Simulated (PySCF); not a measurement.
SMILES C(C=O)CC(=O)OC (C₅H₈O₃) (GFN2-xTB optimised geometry):

```
16

C      2.417    -1.067     0.000
O      0.996    -1.067     0.000
C      0.407     0.128     0.000
O      1.001     1.173    -0.039
C     -1.104    -0.005     0.024
C     -1.706     1.162     0.801
C     -1.264     1.150     2.236
O     -0.539     0.335     2.731
H      2.797    -0.517    -0.863
H      2.722    -2.109    -0.044
H      2.791    -0.596     0.911
H     -1.462     0.000    -1.007
H     -1.361    -0.959     0.483
H     -1.373     2.109     0.368
H     -2.797     1.145     0.768
H     -1.673     1.991     2.830
```

Method: CAM-B3LYP/def2-TZVP in PySCF.

Problem. What are the frontier orbital energies and the dipole moment?

Solution. HOMO-2 -10.18 eV, HOMO-1 -9.51 eV, HOMO -9.07 eV, LUMO 0.54 eV, LUMO+1 1.60 eV; dipole moment 2.26 D.

Meta-Löwdin charges at CAM-B3LYP/def2-TZVP: C1 -0.12, O2 -0.34, C3 0.54, O4 -0.49, C5 -0.24, C6 -0.24, C7 0.30, O8 -0.40, H9 0.12, H10 0.13, H11 0.13, H12 0.13, H13 0.13, H14 0.14, H15 0.13, H16 0.07.
